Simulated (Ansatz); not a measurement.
All numbers were calculated with Ansatz.

A structure relaxed at PBE0-D4/def2-TZVP, charge 0, multiplicity 1:

```xyz
6

O    -0.539    1.304    0.472
Nb    0.105   -0.262   -0.304
F     1.050    0.142   -1.847
S     1.415   -1.206    1.085
Cl   -1.635   -1.670   -0.743
H    -0.396    1.692    1.338
```

Question: Give its formula and SMILES.

Answer: ClFHNbOS, `[OH][Nb]([F])(=[S])[Cl]`.

Question: Summarise the bond lengths by kind.

Answer: 1 × Nb–O 1.863 Å; 1 × H–O 0.960 Å; 1 × F–Nb 1.854 Å; 1 × Nb–S 2.130 Å; 1 × Cl–Nb 2.281 Å.
